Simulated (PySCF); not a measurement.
A GIAO shielding run with PySCF 2.14 (density fitting, non-relativistic, gas phase) on `InChI=1S/C5H7NSSi/c7-8-5-3-1-2-4-6-5/h1-4,7H,8H2`:

```
$ OMP_NUM_THREADS=1 python probes_run.py task.json out

{"job": {"kind": "nmr", "xc": "PBE0", "basis": "pcSseg-1"}, "charge": 0, "multiplicity": 1}
S      3.293878     1.112654    -0.373569
Si     2.224857    -0.731675    -0.352019
C      0.405021    -0.243620    -0.178647
C     -0.616421    -1.185376    -0.128516
C     -1.926314    -0.756766    -0.000695
C     -2.178038     0.604706     0.071483
C     -1.097526     1.471587     0.013458
N      0.150658     1.060364    -0.106413
H      2.185053     1.834556    -0.250930
H      2.441066    -1.447504    -1.605960
H      2.644712    -1.534731     0.792733
H     -0.377112    -2.235991    -0.189591
H     -2.737954    -1.469301     0.041102
H     -3.183130     0.984196     0.170835
H     -1.233164     2.544891     0.063506
```

Hardware: 1 thread of an Arm Neoverse V1, shared host. The job also computes population analyses, field gradients, ring-centre shieldings.

**Question.** How large is the calculation?

**Answer.** 74 electrons, 185 basis functions and 999 auxiliary functions.

**Question.** How long does it take, and how much memory does it need?

**Answer.** 31 s of wall time, with 14 SCF cycles and 5 response iterations; peak memory 0.83 GiB. Times on a shared host scatter by some tens of per cent.
